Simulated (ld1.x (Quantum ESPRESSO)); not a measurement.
# Pd (Z = 46): excitation energies, all-electron against PAW

ld1.x (Quantum ESPRESSO) 7.5 input, shortened:

```
&input
   title='Pd', zed=46., rel=2, dft='PBE', iswitch=3,
   config='[Kr] 4d9.5 5s0 5p0', rel_dist='average'
 /
 &inputp
   pseudotype=3, lpaw=.true., tm=.true., lloc=-1, rcloc=1.15,
   nlcc=.true., new_core_ps=.true., rcore=0.80,
   which_augfun='BESSEL', rmatch_augfun=0.80
 /
6
5S  1  0   0.00   0.00  2.20  2.50  0.0
5S  1  0   0.00   0.70  2.20  2.50  0.0
4P  2  1   6.00   0.00  1.45  1.80  0.0
5P  3  1   0.00   0.00  1.45  1.80  0.0
4D  3  2   9.50   0.00  0.90  1.20  0.0
4D  3  2   0.00   1.70  0.90  1.20  0.0
 &test
   configts(1)='4p6 4d9.5 5s0 5p0'
 /
```

Open shells are filled in proportion to 2j + 1 (rel_dist='average').

Energies are relative to the spin-unpolarised reference configuration 4p6 4d9.5 5s0 5p0; without spin polarisation the order of configurations can differ from experiment.

| valence configuration | charge | ΔE all-electron (eV) | error AE − PS (meV) |
| --- | --- | --- | --- |
| 4p6 4d10 5s0 5p0 | 0 | -3.236 | -0.2 |
| 4p6 4d8 5s0 5p0 | +2 | 26.702 | -0.4 |
| 4p6 4d6 5s0 5p0 | +4 | 110.399 | +35 |
| 4p6 4d9 5s1 5p0 | 0 | -1.733 | +9.7 |
| 4p6 4d8 5s1 5p0 | +1 | 10.408 | +9.7 |

Task: What are ΔE and the potential's error for 4p6 4d9 5s0 5p0?

Result: ΔE = 5.883 eV all-electron; the error (AE − PS) is -0.2 meV.

Task: What are ΔE and the potential's error for 4p6 4d9 5s0 5p1?

Result: ΔE = 2.001 eV all-electron; the error (AE − PS) is +0.4 meV.

The ghost test of this file was not conclusive.
